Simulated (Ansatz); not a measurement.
Worked example: the step energy

An elementary step of AlH$_{3}$OF$_{2}$, singlet (AlHOF₂ ([OH][Al]([F])[F]) + H₂ → AlHF₂ ([F][AlH][F]) + H₂O (still joined by a long Al–O bond); Al–O, H–H broken or loosened, Al–H, O–H formed or tightened). “Start” and “end” are the PBE0-D4/def2-TZVP structures reached by relaxing down either side of its saddle point, with the molecules still in contact.

Program: Ansatz 0.2.0. Basis: def2-TZVPP and def2-QZVPP. Cores are frozen in the correlated methods.

Energies in eV:

| quantity | end | start |
| --- | --- | --- |
| Hartree–Fock, triple zeta (X = 3) | -14088.20565 | -14088.24293 |
| Hartree–Fock, quadruple zeta (X = 4) | -14088.79824 | -14088.84719 |
| MP2 correlation, X = 3 | -22.96881 | -23.15786 |
| MP2 correlation, X = 4 | -25.07567 | -25.26612 |
| CCSD(T) correlation, X = 3 | -23.93992 | -24.05703 |

Q: Work out the step energy at the basis limit: extrapolate Hartree–Fock as E(X) = E∞ + A exp(−7.88 √X) and the MP2 correlation as E(X) = E∞ + B X^−2.97 (the exponents that Neese and Valeev fitted for def2-TZVPP and QZVPP), then add CCSD(T) − MP2 in triple zeta.

A: Each step is linear, so take the differences first (end − start): Hartree–Fock 0.03728 (X = 3) and 0.04895 (X = 4); MP2 correlation 0.18905 and 0.19045; CCSD(T) correlation 0.11711.
Two points give E∞ = E(4) + w [E(4) − E(3)], with w = 1/(exp(7.88 (2 − √3)) − 1) = 0.1377 for Hartree–Fock and w = 1/((4/3)^2.97 − 1) = 0.7407 for the correlation.
Hartree–Fock: 0.04895 + 0.1377 × 0.01167 = 0.0506 eV.
MP2 correlation: 0.19045 + 0.7407 × 0.00140 = 0.1915 eV.
CCSD(T) − MP2: 0.11711 − 0.18905 = -0.0719 eV.
Sum: 0.0506 + 0.1915 + (-0.0719) = 0.1702 eV, or 3.92 kcal/mol. Plain CCSD(T) in triple zeta gives 0.1544 eV, so the larger basis shifts the result by 0.0158 eV.

T1 diagnostic: at most 0.013.

Labels in which every atom is bracketed show which atoms are joined, not bond orders.

For scale, one of the runs: CCSD(T)/def2-TZVPP, 177 basis functions (an equivalent command: `ansatz run in.yaml --threads 2`). Hardware: 2 CPU threads, shared host. Wall time 30 s; peak host memory 1.8 GiB.
